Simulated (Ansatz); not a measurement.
System: sum formula SiH₃Cl, charge -1, multiplicity 2. SMILES of the parent species: [SiH3]Cl
Coordinates optimised at B3LYP-D3(BJ)/def2-TZVP (Ansatz, a quantum-chemistry and plane-wave program):
```
Si
H 1 1.4986
H 1 1.4986 2 105.90
H 1 1.5513 2 99.61 3 102.96
Cl 1 2.5598 2 92.59 4 163.61
```
Charge -1, spin multiplicity 2.

Question: Give the harmonic wavenumbers at B3LYP-D3(BJ)/def2-TZVP (Ansatz, finite differences of forces, unscaled).

Answer: 189, 380, 429, 855, 958, 974, 1816, 2106, 2117 cm⁻¹. Zero-point energy 14.0 kcal/mol.

Question: From these and the geometry, give the ideal-gas thermochemistry at 298.15 K and 1 atm (rigid rotor, harmonic oscillator).

Answer: Point group Cs, rotational symmetry number 1. Rotational constants 105.7, 4.322, 4.285 GHz. S(trans) 38.50, S(rot) 22.62, S(vib) 4.52, S(elec, spin only) 1.38, S 67.0 cal/(mol K). H(298) - H(0) 3.21 kcal/mol; G - E(el) -2.7 kcal/mol.
